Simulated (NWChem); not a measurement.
**Atomisation of H$_{6}$PSi$_{2}$**

```
P
Si 1 2.2731
H 2 1.5043 1 109.46
H 2 1.5088 3 108.73 1 119.32
H 2 1.5088 3 108.94 4 117.63
Si 1 2.2731 2 94.22 3 -166.21
H 6 1.5043 1 109.46 2 -166.21
H 6 1.5088 7 108.73 1 119.32
H 6 1.5088 7 108.94 8 117.63
```
Charge 0, spin multiplicity 2.

The numbers come from NWChem runs, not from measurements. The geometry was optimised at UPBE/def2-SVP, a minimum by its harmonic frequencies.

Basis set: def2-TZVP. The atomisation energy is electronic alone: no zero-point, thermal, spin-orbit or counterpoise terms. No value is extrapolated to the basis-set limit. Free atoms are single determinants with multiplicities Si 3, P 4, H 2. Correlated methods freeze the same cores in atoms and molecule, 15 orbitals in all.

B3LYP has NWChem's definition, with VWN1-RPA local correlation. The structure started from a generated list of species. The unpaired electrons of the parent sit in orbitals of symmetry b (C2 labels of the run); other states weren't searched. The stability of the SCF solutions was not checked. Open-shell Hartree-Fock references start from PBE0 orbitals.

**Question.** For the atomisation energy, B3LYP gives 582.9 kcal/mol and MP2 gives 548.2 kcal/mol. What do PBE, HF, M06-2X give?

**Answer.** PBE: 578.4 kcal/mol; HF: 440.7 kcal/mol; M06-2X: 585.1 kcal/mol.
